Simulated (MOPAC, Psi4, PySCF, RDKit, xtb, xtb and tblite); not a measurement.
Two geometries of SMILES COC(=O)[SiH2]CC#N (C4H7NO2Si), relaxed at GFN2-xTB with one dihedral held; other torsions can differ between them too.

Structure A

```
15

C      0.6226    -3.7387    -2.4303
O      0.4719    -2.3995    -1.9614
C      0.0782    -2.1997    -0.6973
O     -0.5715    -2.9871    -0.0546
Si     1.0618    -0.7306     0.0416
C      2.5322    -1.6630     0.8679
C      3.0846    -2.6150    -0.0433
N      3.4960    -3.3763    -0.7924
H      1.6572    -4.0413    -2.2600
H      0.3965    -3.7407    -3.4947
H     -0.0578    -4.4038    -1.8959
H      0.3288    -0.0445     1.1026
H      1.5458     0.1160    -1.0436
H      3.3158    -0.9701     1.1781
H      2.1799    -2.2003     1.7515
```

Structure B

```
15

C      0.6812    -3.7298    -2.3951
O      0.4794    -2.3952    -1.9356
C      0.0440    -2.2014    -0.6901
O     -0.3908    -3.0650     0.0298
Si     0.4768    -0.4009    -0.1983
C      2.2445    -0.6099     0.5410
C      3.0213    -1.4934    -0.2727
N      3.6165    -2.2134    -0.9333
H      1.7445    -3.9598    -2.3122
H      0.3658    -3.7716    -3.4359
H      0.0981    -4.4236    -1.7874
H     -0.3959     0.1075     0.8572
H      0.5303     0.4154    -1.4072
H      2.7578     0.3500     0.6136
H      2.1812    -1.0392     1.5437
```

**Question.** Which is lower in energy at the level B3LYP-D3(BJ)/def2-SVP // GFN2-xTB run with Psi4, and by how much?

**Answer.** B is lower, by 2.03 kcal/mol (dihedral C1–O2–C3–Si5: 140° in A, 160° in B).

E(B) − E(A) in kcal/mol at the other levels, on the same two geometries: GFN2-xTB (xtb and tblite) -2.70; MMFF94 // GFN2-xTB (RDKit) -3.13; B3LYP/def2-SVP // GFN2-xTB (Psi4) -2.40; PBE/def2-SVP // GFN2-xTB (Psi4) -2.25; PBE-D3(BJ)/def2-SVP // GFN2-xTB (Psi4) -2.03; UFF // GFN2-xTB (RDKit) -0.44; PM3, restricted, heats of formation // GFN2-xTB (MOPAC) -2.88; PM6, restricted, heats of formation // GFN2-xTB (MOPAC) -2.36; GFN1-xTB // GFN2-xTB (xtb) -1.50; restricted B3LYP/6-31G*, spherical d, density fitting // GFN2-xTB (PySCF) -2.45; restricted M06-2X/6-31G*, spherical d, density fitting // GFN2-xTB (PySCF) -2.20; restricted BP86/6-31G*, spherical d, density fitting // GFN2-xTB (PySCF) -2.35; restricted Hartree-Fock/STO-3G // GFN2-xTB (PySCF) -3.46.
